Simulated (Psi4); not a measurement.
A dimer, H4O4Si ··· Cl- (SMILES O[Si](O)(O)O and [Cl-]) (charge -1), singlet; the first 9 atoms form monomer A.

```
10

O     -0.3805    -0.3733     1.5463
Si     0.0006    -0.0003     0.0003
O      0.2075    -1.4217    -0.7817
O      1.3152     0.9701     0.0694
O     -1.1401     0.8241    -0.8327
H     -0.9395    -1.1412     1.6882
H      0.1524    -1.4076    -1.7404
H      1.9697     0.7766     0.7451
H     -1.1854     1.7734    -0.6946
Cl    -2.1282    -2.6117     2.2347
```

What interaction energy does SAPT0/jun-cc-pVDZ, frozen core (Psi4 1.11) give, and which attractive term is the largest?

Total -12.38 kcal/mol: electrostatics -20.08, exchange 22.86, induction -11.52, dispersion -3.65. The most attractive term is electrostatics.
